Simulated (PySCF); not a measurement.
Excitations are Tamm–Dancoff values on a coarser integration grid. The basis has no diffuse functions, so Rydberg states are missing or too high.

Cartesian coordinates (Å):
```xyz
5

B      1.4164     0.1576     0.4705
B     -0.0245    -0.0021     0.0106
C     -1.4102    -0.1570    -0.4322
N     -2.5105    -0.2797    -0.7838
H      2.5289     0.2813     0.8255
```
Charge 0, spin multiplicity 1.

Q: What LUMO, HOMO–LUMO gap, total energy, S1 excitation (TDA) and dipole moment does PBE-D3(BJ)/def2-TZVP // PBE0-D3(BJ)/def2-TZVP run with PySCF give?

A: 
| Property | Result |
|---|---|
| LUMO | -5.86 eV |
| HOMO–LUMO gap | -0.28 eV |
| total energy | -142.8559 Ha |
| S1 excitation (TDA) | 3.21 eV |
| dipole moment | 3.19 D |
